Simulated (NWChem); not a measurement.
System: Si2NH6 cation

```xyz
9

Si    -0.1516     1.5894     0.0000
N      0.5969     0.1185    -0.0002
Si    -0.1314    -1.5642     0.0000
H     -1.6257     1.6107    -0.0004
H      0.6743     2.8119     0.0007
H      1.6215     0.1354    -0.0003
H      0.3438    -2.2165    -1.2434
H     -1.5923    -1.3014     0.0107
H      0.3614    -2.2225     1.2334
```
Atoms are numbered in this order, from 1.

Computed with NWChem. Medium grid unless said otherwise, to which SCAN and Minnesota functionals are sensitive. Geometry: optimised at PBE0/def2-SVP. Hybrids' shares of exact exchange are those that their runs print; pure functionals count as 0. The functionals differ in more than this share.

| row | share of exact exchange | orbital gap (eV) |
|---|---|---|
| PBE/def2-SVP | 0.00 | 3.94 |
| revPBE/def2-SVP | 0.00 | 3.99 |
| B3LYP/def2-SVP | 0.20 | 5.63 |
| B3PW91/def2-SVP | 0.20 | 5.65 |
| M06/def2-SVP | 0.27 | 6.07 |
| MPW1K/def2-SVP | 0.43 | withheld |

Task: Fit a straight line of the last column on the one before it, predict the withheld value, and compare with the run.

Result: 
1. Means of the 5 shown rows: x = 0.134, y = 5.056. Slope Σ(x − x̄)(y − ȳ)/Σ(x − x̄)² = 0.5074/0.06312 = 8.038; intercept 3.979.
2. The shown rows scatter about the line by 0.053 (root mean square); the largest residual is -0.08, at M06/def2-SVP.
3. At x = 0.43 (MPW1K/def2-SVP; beyond the shown range) the line gives 7.44.
4. The run gives 7.58, +0.14 from the line, 2.7 times the scatter.
